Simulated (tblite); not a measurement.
Compound: C6H8O2.
Bonds: C1–O2, O2–C3, C3–C4 (double), C4–C5, C5–O6 (double), C5–C7, C7–C8, C3–C8. Hydrogens: H9, H10, H11 on C1; H12 on C4; H13, H14 on C7; H15, H16 on C8.

Computed with GFN2-xTB (tblite), gas phase: Langevin dynamics at 400 K from the optimised GFN2-xTB geometry, time step 0.5 fs, friction 0.01 fs⁻¹, 2000 steps.

Start geometry:
```
atom  x, y, z in Å
C1      2.579    0.294   -0.512
O2      1.385   -0.169   -1.111
C3      0.264   -0.074   -0.391
C4      0.063    0.405    0.851
C5     -1.338    0.301    1.215
O6     -1.858    0.638    2.254
C7     -2.072   -0.324    0.030
C8     -1.001   -0.570   -1.032
H9      3.366    0.132   -1.246
H10     2.510    1.358   -0.273
H11     2.803   -0.267    0.399
H12     0.795    0.815    1.520
H13    -2.561   -1.242    0.355
H14    -2.851    0.358   -0.308
H15    -0.900   -1.624   -1.293
H16    -1.191   -0.023   -1.957
```

The statistics below take the 31 frames saved every 25 fs from 250 to 1000 fs; their kinetic temperature (all 3N coordinates) averages 429 K.

Q: How do the bond lengths spread?

A: 
| bond | start (Å) | mean (Å) | standard deviation (Å) | shortest (Å) | longest (Å) |
| --- | --- | --- | --- | --- | --- |
| C1–O2 | 1.414 | 1.421 | 0.038 | 1.351 | 1.511 |
| O2–C3 | 1.335 | 1.334 | 0.038 | 1.270 | 1.412 |
| C3=C4 | 1.345 | 1.346 | 0.017 | 1.319 | 1.381 |
| C4–C5 | 1.452 | 1.466 | 0.037 | 1.397 | 1.560 |
| C5=O6 | 1.209 | 1.213 | 0.023 | 1.165 | 1.253 |
| C5–C7 | 1.528 | 1.531 | 0.042 | 1.450 | 1.637 |
| C7–C8 | 1.528 | 1.523 | 0.028 | 1.459 | 1.589 |
| C3–C8 | 1.502 | 1.517 | 0.027 | 1.465 | 1.569 |
| C1–H9 | 1.088 | 1.091 | 0.032 | 1.025 | 1.154 |
| C1–H10 | 1.093 | 1.113 | 0.058 | 1.020 | 1.237 |
| C1–H11 | 1.093 | 1.102 | 0.041 | 0.997 | 1.190 |
| C4–H12 | 1.074 | 1.080 | 0.037 | 1.012 | 1.152 |
| C7–H13 | 1.089 | 1.096 | 0.038 | 1.019 | 1.189 |
| C7–H14 | 1.090 | 1.097 | 0.030 | 1.043 | 1.181 |
| C8–H15 | 1.091 | 1.096 | 0.030 | 1.037 | 1.151 |
| C8–H16 | 1.091 | 1.092 | 0.037 | 1.006 | 1.173 |

Q: How far does each atom move about its mean position (frames aligned on the start, all atoms weighted alike), and what rms force does it feel?

A: 
```json
{"atom": "C1", "rms displacement (Å)": "0.11", "rms force (eV/Å)": "2.40"}
{"atom": "O2", "rms displacement (Å)": "0.22", "rms force (eV/Å)": "1.99"}
{"atom": "C3", "rms displacement (Å)": "0.16", "rms force (eV/Å)": "2.06"}
{"atom": "C4", "rms displacement (Å)": "0.16", "rms force (eV/Å)": "2.03"}
{"atom": "C5", "rms displacement (Å)": "0.12", "rms force (eV/Å)": "2.30"}
{"atom": "O6", "rms displacement (Å)": "0.23", "rms force (eV/Å)": "1.77"}
{"atom": "C7", "rms displacement (Å)": "0.08", "rms force (eV/Å)": "2.19"}
{"atom": "C8", "rms displacement (Å)": "0.10", "rms force (eV/Å)": "2.16"}
{"atom": "H9", "rms displacement (Å)": "0.47", "rms force (eV/Å)": "1.13"}
{"atom": "H10", "rms displacement (Å)": "0.40", "rms force (eV/Å)": "1.73"}
{"atom": "H11", "rms displacement (Å)": "0.47", "rms force (eV/Å)": "1.46"}
{"atom": "H12", "rms displacement (Å)": "0.25", "rms force (eV/Å)": "1.28"}
{"atom": "H13", "rms displacement (Å)": "0.22", "rms force (eV/Å)": "1.25"}
{"atom": "H14", "rms displacement (Å)": "0.23", "rms force (eV/Å)": "1.02"}
{"atom": "H15", "rms displacement (Å)": "0.22", "rms force (eV/Å)": "1.03"}
{"atom": "H16", "rms displacement (Å)": "0.20", "rms force (eV/Å)": "1.35"}
```

The displacements run from 0.08 to 0.47 Å.

The run is classical and short, so these are rough statistics of one trajectory.

What follows is the cost of the whole dynamics run. Hardware: an Intel Xeon Platinum 8488C with one thread, no GPU, on a shared host. Cost: 10 s wall, 0.18 GiB resident at most.
